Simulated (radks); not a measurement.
The numbers below are computed, except where a source is named.
The lithium anion Li-, [He] 2s2, held by a Watson sphere: a shell of charge +1 at radius R that stands for the Madelung well of a crystal (potential energy -1/R inside, -1/r outside, in hartree with lengths in bohr). Code: a radial shooting solver on a logarithmic mesh with Libxc functionals. Model: scalar-relativistic Kohn-Sham, r2SCAN, spin-unpolarised, spherical densities, finite nucleus; meta-GGA in the generalised Kohn-Sham scheme; Fermi nuclear charge, rms radius of each element as measured or else 0.836 A^(1/3) + 0.57 fm.

[
 {"R (bohr)": "1.98", "e(1s) (eV)": "-55.123", "e(2s) (eV)": "-4.696", "<r> 2s (bohr)": "3.222", "sum of <r^2> (bohr^2)": "25.31", "X-ray form factor at sin(theta)/lambda = 0.2 1/angstrom": "1.754"},
 {"R (bohr)": "2.25", "e(1s) (eV)": "-54.112", "e(2s) (eV)": "-4.575", "<r> 2s (bohr)": "3.312", "sum of <r^2> (bohr^2)": "26.60", "X-ray form factor at sin(theta)/lambda = 0.2 1/angstrom": "1.736"},
 {"R (bohr)": "3.04", "e(1s) (eV)": "-52.680", "e(2s) (eV)": "-4.163", "<r> 2s (bohr)": "3.603", "sum of <r^2> (bohr^2)": "31.13", "X-ray form factor at sin(theta)/lambda = 0.2 1/angstrom": "1.705"},
 {"R (bohr)": "3.29", "e(1s) (eV)": "-52.467", "e(2s) (eV)": "-4.029", "<r> 2s (bohr)": "3.698", "sum of <r^2> (bohr^2)": "32.71", "X-ray form factor at sin(theta)/lambda = 0.2 1/angstrom": "1.701"},
 {"R (bohr)": "3.86", "e(1s) (eV)": "-52.167", "e(2s) (eV)": "-3.730", "<r> 2s (bohr)": "3.908", "sum of <r^2> (bohr^2)": "36.43", "X-ray form factor at sin(theta)/lambda = 0.2 1/angstrom": "1.701"}
]
